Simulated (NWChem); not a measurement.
Molecule: C3H8Te; SMILES CC(C)[TeH]

```xyz
12

Te     0.0180     0.8473     0.0226
H     -1.4652     1.1030    -0.6918
C     -0.0067    -1.3062    -0.4047
C     -1.2348    -1.9810     0.1756
C      1.2944    -1.8967     0.1128
H     -0.0248    -1.3619    -1.5034
H     -1.2243    -3.0569    -0.0752
H     -1.2617    -1.8893     1.2726
H     -2.1684    -1.5560    -0.2212
H      2.1771    -1.4214    -0.3414
H      1.3370    -2.9733    -0.1241
H      1.3760    -1.7983     1.2075
```
Atoms are numbered in this order, from 1.

All runs: NWChem. Medium grid unless said otherwise, to which SCAN and Minnesota functionals are sensitive. The geometry was optimised at PBE0/def2-SVP. Not confirmed as a minimum by frequencies. def2 effective core potentials on Te; no spin-orbit coupling. Hybrids' shares of exact exchange are those that their runs print; pure functionals count as 0. The functionals differ in more than this share.

```csv
row,share of exact exchange,orbital gap (eV)
PBE/def2-SVP,0.00,3.53
SCAN/def2-SVP,0.00,3.96
B3LYP/def2-SVP,0.20,withheld
r2SCAN0/def2-SVP,0.25,5.68
BHandHLYP/def2-SVP,0.50,7.24
```

Fit a straight line of the last column on the one before it, predict the withheld value, and compare with the run.


1. Means of the 4 shown rows: x = 0.188, y = 5.103. Slope Σ(x − x̄)(y − ȳ)/Σ(x − x̄)² = 1.213/0.1719 = 7.058; intercept 3.779.
2. The shown rows scatter about the line by 0.172 (root mean square); the largest residual is -0.25, at PBE/def2-SVP.
3. At x = 0.20 (B3LYP/def2-SVP; inside the shown range) the line gives 5.19.
4. The run gives 4.99, -0.20 from the line, 1.2 times the scatter.
